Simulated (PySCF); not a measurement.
# Ionisation energy of Sb by level of theory

Sb [Kr] 4d10 5s2 5p3 (4S) → Sb⁺ [Kr] 4d10 5s2 5p2 (3P), as a difference of total energies. Calculation: PySCF 2.14, in x2c-QZVPPall with one added diffuse shell each of s, p, d, f type (14s10p8d5f1g, 128 functions); scalar relativity by spin-free X2C-1e. Correlated levels: valence: [Kr] 4d10 frozen; valence and next inner shell: [Ar] 3d10 frozen. The calculations carry no spin-orbit coupling.

```csv
method,ionisation energy (eV)
UHF,8.572
PBE,8.967
PBE0,9.041
r2SCAN,9.163
BHandHLYP,8.853
revPBE,8.920
MP2 (valence),9.010
SCS-MP2 (valence),8.884
MP2 (valence and next inner shell),9.153
SCS-MP2 (valence and next inner shell),8.979
```

Q: Estimate what LDA gives.

A: 9.128 eV, closest to MP2 (valence and next inner shell) among the rows shown.

Q: Estimate what LC-wPBE gives.

A: 9.104 eV, closest to MP2 (valence and next inner shell) among the rows shown.

A first-order spin-orbit estimate (lowest level to lowest level, LS coupling) adds -0.416 eV.

Errors of the correlated levels include the incompleteness of this basis and the frozen core.

For comparison: 8.608 eV (measured; NIST Atomic Spectra Database, ionization energies).
